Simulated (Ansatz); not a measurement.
Start from `OB1CN1` and change one element to get `OB1N[SiH2]1`.

Ansatz, PBE0-D4/def2-TZVP geometries, multiplicity 1. Each molecule was computed in one conformer, which needn't be the lowest.

| property | `OB1CN1` |
| --- | --- |
| HOMO–LUMO gap (B3LYP/def2-TZVPP) / eV | 7.28 |
| HOMO–LUMO gap (PBE/def2-TZVPP) / eV | 5.69 |
| LUMO energy (PBE0/def2-TZVPP) / eV | 0.71 |
| HOMO energy (PBE0/def2-TZVPP) / eV | -7.18 |
| zero-point energy (PBE0-D4/def2-TZVP) / kJ/mol | 159.2 |
| HOMO–LUMO gap (ωB97M-V/def2-TZVPP) / eV | 11.53 |

(1) Give the same properties after the change, and the shifts. (An estimate is asked.)

Answers

(1) The calculation gave: 
```json
{"property": "HOMO–LUMO gap (B3LYP/def2-TZVPP) / eV", "`OB1N[SiH2]1`": "6.34", "shift": "-0.94"}
{"property": "HOMO–LUMO gap (PBE/def2-TZVPP) / eV", "`OB1N[SiH2]1`": "4.82", "shift": "-0.87"}
{"property": "LUMO energy (PBE0/def2-TZVPP) / eV", "`OB1N[SiH2]1`": "-0.27", "shift": "-0.98"}
{"property": "HOMO energy (PBE0/def2-TZVPP) / eV", "`OB1N[SiH2]1`": "-7.05", "shift": "0.13"}
{"property": "zero-point energy (PBE0-D4/def2-TZVP) / kJ/mol", "`OB1N[SiH2]1`": "134.4", "shift": "-24.8"}
{"property": "HOMO–LUMO gap (ωB97M-V/def2-TZVPP) / eV", "`OB1N[SiH2]1`": "10.49", "shift": "-1.04"}
```

With PBE0 the HOMO rises by 0.13 eV and the LUMO falls by 0.98 eV, so the gap narrows by about 1.11 eV. PBE moves the HOMO by -0.11 eV and ωB97M-V by 0.35 eV.

B3LYP here is the variant with VWN-RPA as its local correlation; programs differ in this.
